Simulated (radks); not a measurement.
Cr, 24 electrons, occupied as [Ar] 3d5 6s1 (not the ground configuration). Calculated with a radial shooting solver on a logarithmic mesh with Libxc functionals: scalar-relativistic Kohn-Sham, PBE, spin-polarised, spherical densities, finite nucleus; open shells are filled with parallel spins first; Fermi nuclear charge, rms radius 3.6452 fm. Some entries of the table are withheld. Estimate them.

| orbital | occ. | eigenvalue (hartree) | r(max) (bohr) | <1/r> (bohr^-1) |
|---|---|---|---|---|
| 1s down | 1 | -216.2644 | 0.04161 | 23.88 |
| 1s up | 1 | -216.2634 | 0.04161 | 23.88 |
| 2s up | 1 | -24.67791 | 0.2435 | 5.048 |
| 2s down | 1 | -24.61878 | 0.2433 | 5.057 |
| 2p up | 3 | (1) | 0.1978 | 4.949 |
| 2p down | 3 | (2) | 0.1976 | 4.957 |
| 3s up | 1 | -2.94340 | 0.7776 | 1.562 |
| 3s down | 1 | -2.77840 | 0.7778 | 1.559 |
| 3p up | 3 | -1.89608 | 0.7995 | 1.421 |
| 3p down | 3 | -1.73263 | 0.7998 | 1.416 |
| 3d up | 5 | -0.32903 | 0.8419 | 1.002 |
| 6s up | 1 | (3) | 17.38 | 0.07926 |

Answer. 
(1) 2p up eigenvalue (hartree): -20.76020
(2) 2p down eigenvalue (hartree): -20.71523
(3) 6s up eigenvalue (hartree): -0.03162
